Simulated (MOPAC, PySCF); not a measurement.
C₈H₂₀Si, SMILES `CC[Si](CC)(CC)CC`, neutral singlet in the gas phase. 

Cartesian coordinates (Å):
SMILES: CC[Si](CC)(CC)CC
```xyz
29

C      1.5497    -1.1039    -2.1838
C      0.8514     0.1693    -1.6870
Si     0.0000     0.0000     0.0000
C      1.2557    -0.5879     1.2951
C      2.5008     0.2992     1.4303
C     -0.6997     1.6843     0.5225
C     -1.8048     2.2314    -0.3913
C     -1.4073    -1.2657    -0.1306
C     -2.2458    -1.4266     1.1449
H      2.3385    -1.4305    -1.4863
H      0.8409    -1.9423    -2.2841
H      2.0247    -0.9597    -3.1683
H      1.5781     0.9992    -1.6226
H      0.0948     0.4967    -2.4225
H      1.5528    -1.6213     1.0402
H      0.7371    -0.6620     2.2677
H      2.2347     1.3312     1.7120
H      3.0600     0.3579     0.4820
H      3.1980    -0.0780     2.1967
H      0.1376     2.4031     0.5748
H     -1.0750     1.5934     1.5579
H     -2.6711     1.5506    -0.4299
H     -1.4485     2.3585    -1.4268
H     -2.1762     3.2125    -0.0520
H     -2.0559    -0.9714    -0.9755
H     -0.9695    -2.2378    -0.4201
H     -2.7274    -0.4780     1.4341
H     -1.6271    -1.7475     1.9989
H     -3.0465    -2.1748     1.0236
```
Charge 0, spin multiplicity 1.

All levels are single points at this geometry (B3LYP-D3(BJ)/def2-SVP); Pople sets use spherical d functions. Orbital energies aren't observables, and empty levels follow the basis.

M06-2X/6-31G* in PySCF gives HOMO (eV) = -8.69.

Problem. Estimate the HOMO (eV) from each of these levels: B3LYP-D3(BJ)/def2-TZVP in PySCF; B3LYP/6-311+G** in PySCF; B3LYP/6-31G* in PySCF; BP86/6-31G* in PySCF; SVWN5/6-31G* in PySCF; HF/3-21G in PySCF; HF/6-31G* in PySCF; HF/STO-3G in PySCF; AM1 in MOPAC; PM3 in MOPAC; PM6 in MOPAC; PM7 in MOPAC.

Solution. 
```csv
level,HOMO (eV)
B3LYP-D3(BJ)/def2-TZVP in PySCF,-7.47
B3LYP/6-311+G** in PySCF,-7.50
B3LYP/6-31G* in PySCF,-7.25
BP86/6-31G* in PySCF,-6.25
SVWN5/6-31G* in PySCF,-6.17
HF/3-21G in PySCF,-10.60
HF/6-31G* in PySCF,-10.70
HF/STO-3G in PySCF,-9.30
AM1 in MOPAC,-10.34
PM3 in MOPAC,-9.95
PM6 in MOPAC,-9.40
PM7 in MOPAC,-10.26
```
